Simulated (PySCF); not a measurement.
A GIAO shielding run with PySCF (density fitting, non-relativistic, gas phase) on `C=CCN(C)N[SiH3]`, C₄H₁₂N₂Si:

```
$ OMP_NUM_THREADS=1 python probes_run.py task.json out

{"job": {"kind": "nmr", "xc": "PBE0", "basis": "pcSseg-1"}, "charge": 0, "multiplicity": 1}
C     -1.133531     2.071729    -1.675118
C     -1.219588     1.313609    -0.599549
C     -1.172353    -0.181360    -0.609537
N     -0.244380    -0.653933     0.409919
C     -0.266416    -2.095771     0.545109
N      1.050125    -0.177283     0.133168
Si     2.025430     0.438757     1.404770
H     -1.181125     3.145721    -1.621326
H     -1.021750     1.649573    -2.661143
H     -1.319991     1.747388     0.384783
H     -0.896943    -0.549681    -1.614297
H     -2.161558    -0.577093    -0.355660
H      0.006990    -2.613135    -0.389340
H      0.441523    -2.379300     1.321978
H     -1.264946    -2.411143     0.842360
H      1.459990    -0.578126    -0.708287
H      2.431631    -0.555819     2.412556
H      1.242031     1.481077     2.059895
H      3.215059     0.934038     0.712256
```

Hardware: 1 thread of an Arm Neoverse V1, shared host. The job also computes population analyses, field gradients.

Question: How large is the calculation?

Answer: 64 electrons, 186 basis functions and 977 auxiliary functions.

Question: How long does it take, and how much memory does it need?

Answer: 27 s of wall time, with 13 SCF cycles and 4 response iterations; peak memory 0.85 GiB. Times on a shared host scatter by some tens of per cent.
